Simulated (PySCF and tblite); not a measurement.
Values are calculated unless marked as measured or tabulated.
C₅H₁₀F₂, numbered as in [CH3:1][C@H:2]([F:3])[CH2:4][C@H:5]([CH3:6])[F:7].

First level. The ensemble was built from 200 distance-geometry starts (ETKDG and KDG, MMFF94s, GFN2-xTB) and rests on PBE0-D3(BJ)/def2-SVP geometries. Free energies are PBE0-D3(BJ)/def2-TZVP single points with GFN2-xTB rigid-rotor and vibrational terms (modes under about 100 cm⁻¹ blended into free rotors). Symmetry numbers and mirror images are counted. Conformers within 2.5 kcal/mol (GFN2-xTB free energy) were kept, 5 at most. GIAO shieldings: PBE0/pcSseg-1. Shifts are against TMS (¹H), TMS (¹³C), CFCl3 (¹⁹F) at the same level. (PySCF 2.14, tblite 0.8.)

It gives, at 298.15 K, with 4 conformers (largest weight 81 %): ¹H: 4.72 (H2/H5, 2H), 1.35 (H4, 2H), 1.33 (H1/H6, 6H) ppm. ¹³C: 86.0 (C2/C5), 46.9 (C4), 23.2 (C1/C6) ppm. ¹⁹F: -204.0 (F3/F7) ppm.

Second level: PBE0-D3(BJ)/def2-SVP geometries, energies TPSS-D3(BJ)/def2-SVP (IEF-PCM, dimethylsulfoxide), shieldings PBE0/pcSseg-1 (IEF-PCM, dimethylsulfoxide), on up to 5 of the same conformers.

How do the averaged shifts change?


| signal | first | second | change (ppm) |
| --- | --- | --- | --- |
| H1/H6 | 1.33 | 1.40 | 0.08 |
| H2/H5 | 4.72 | 4.78 | 0.06 |
| H4 | 1.35 | 1.58 | 0.24 |
| C1/C6 | 23.2 | 23.5 | 0.4 |
| C2/C5 | 86.0 | 88.8 | 2.8 |
| C4 | 46.9 | 47.0 | 0.1 |
| F3/F7 | -204.0 | -206.8 | -2.8 |

The largest weight becomes 73 %.

Unscaled ¹⁹F shifts at such levels can be off by tens of ppm; differences between conformers or isomers are more reliable. Shifts are unscaled: against experiment ¹³C can be off by 15 ppm or more and ¹H by 0.8 ppm.
